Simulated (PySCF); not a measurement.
# C₆ coefficients of unlike pairs at PBE

Calculated with PySCF 2.14 from the dipole response of each species, C₆(A,B) = (3/π) ∫ α_A(iu) α_B(iu) du, in atomic units, from isotropic polarisabilities. For ions this is the dispersion term alone; charge-induced terms of lower order in 1/R come first.

| species | configuration | basis | relativity | α (bohr³) | C₆ (like pair) |
| --- | --- | --- | --- | --- | --- |
| O | [He] 2s2 2p4 (3P) | x2c-TZVPPall with one added diffuse shell each of s, p, d type (6s4p3d1f) | spin-free X2C | 5.663 | 17.43 |
| Br³⁺ | [Ar] 3d10 4s2 4p2 (3P) | aug-cc-pVQZ-PP with one added diffuse shell each of s, p, d, f, g type with ECP10MDF (8s7p6d4f3g) | core potential | 6.019 | 22.37 |
| S⁺ | [Ne] 3s2 3p3 (4S) | dyall-acv3z (19s12p6d4f) | none | 11.02 | 54.37 |
| Os⁺ | [Xe] 4f14 5d6 6s1 (6D) | aug-cc-pVTZ-PP with one added diffuse shell each of s, p, d, f, g type with ECP60MDF (7s7p6d4f3g) | core potential | 27.36 | 228.4 |

(1) Estimate C₆ for Os⁺ with Br³⁺.

No spin-orbit coupling is included.

The other pairs:

```tsv
pair	C₆
Os⁺, O	61.66
Br³⁺, O	19.73
S⁺, Br³⁺	34.45
S⁺, O	30.52
Os⁺, S⁺	110.4
```

Answers

(1) The integral gives 69.23. The combination rule 2 C_A C_B / (C_A α_B/α_A + C_B α_A/α_B) gives 67.25 and the geometric mean 71.47.
